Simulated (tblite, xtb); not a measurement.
ClLi, charge -1, doublet, geometry from GFN2-xTB (such geometries of metal compounds can be far from the true shape) (a state made from the parent by changing its charge; the spin is typed, not shown lowest). Base run: xtb with GFN1-xTB.

Here is a job for xtb.
```
$ xtb mol.xyz --gfn 1 --chrg -1 --uhf 1 --json

# file mol.xyz
2

Li    -0.00000000    -0.00000000    -2.03637724
Cl     0.00000000     0.00000000     0.35936069
```

Programs used: tblite, xtb; a row that names a program was run with it.

The base run was repeated with changes; each row names its change, and settings that it needs were set with it.

```csv
change,ΔE vs base (kcal/mol),SCF cycles
base,0.000,8
gbsa = methanol,-72.2,7
program = tblite; method = gfn1,0.000,-
acc = 0.0001,0.000,9
etemp = 5000,-1.49,8
"program = tblite; method = gfn1; option = (--etemp, 2000)",-0.007,-
acc = 30,0.000,6
"program = tblite; method = gfn1; option = (--efield, 0,0,0.1)",-1.68,-
acc = 1000,0.000,4
etemp = 10000,-14.76,8
```

ALPB and GBSA are two models with their own fitted parameters for each solvent, which aren't always the measured dielectric constant.
